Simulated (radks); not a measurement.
Task: Valence configurations of B II (all share [He]). Method: scalar-relativistic Kohn-Sham, SCAN, spin-unpolarised, spherical densities, finite nucleus; meta-GGA in the generalised Kohn-Sham scheme; Fermi nuclear charge, rms radius 2.406 fm; computed with a radial shooting solver on a logarithmic mesh with Libxc functionals. Order these by energy: 2p2; 2s2; 2s1.5 2p0.5; 2s0.5 2p1.5; 2s1 2p1.

Result: From the lowest, in eV above it: 2s2 0.000; 2s1.5 2p0.5 3.396; 2s1 2p1 6.832; 2s0.5 2p1.5 10.113; 2p2 13.413. NIST lists [He] 2s2 as the ground configuration; this level of theory agrees among the configurations tried. The energies are those of spherical spin-averaged densities, not of single terms.
